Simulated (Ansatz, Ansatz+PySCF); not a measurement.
```yaml
atoms:
  - { symbol: B, position_ang: [0.0000, 0.0000, 0.0000] }
  - { symbol: N, position_ang: [0.0000, 0.0000, 1.3377] }
```

Basis set: def2-SVP (spherical functions). Left uncorrelated: 2 orbitals. Charge 0, multiplicity 1.

Computed with Ansatz (development build ahead of 0.2.0); each method stands on the lowest determinant of its kind that the runs found. Restricted open shells among the atoms or ions are ROHF, correlated in semicanonical orbitals with singles.

The atomization energy at this shape (free ground-state atoms in the same class of orbitals less the molecule, no zero-point energy) of singlet BN:

| method | atomization energy |
| --- | --- |
| UHF-CCSDT(Q) | 4.07 eV |
| UHF-CCSD(T) | 3.86 eV |
| RHF-MP2 | 2.76 eV |
| RHF-CCSD(T) | 5.11 eV |
| RHF | -0.47 eV |
| UHF | 2.31 eV |

Task: What does UHF-MP2 give?

Result: 3.74 eV. Caution for UHF-CCSDT(Q), UHF-CCSD(T), UHF-MP2, RHF-MP2, RHF-CCSD(T): a plain start can end on a higher determinant. Caution for UHF-CCSDT(Q), UHF-CCSD(T), UHF-MP2, RHF-MP2: another reference gives a lower total. Caution for UHF-CCSDT(Q), UHF-CCSD(T), UHF-MP2, UHF: the unrestricted determinant is a mixture of spin states. Caution for UHF-CCSD(T): the program doubts this total; the program finds a lower state of this spin. Caution for RHF-MP2, RHF-CCSD(T), RHF: an unrestricted determinant lies well below.
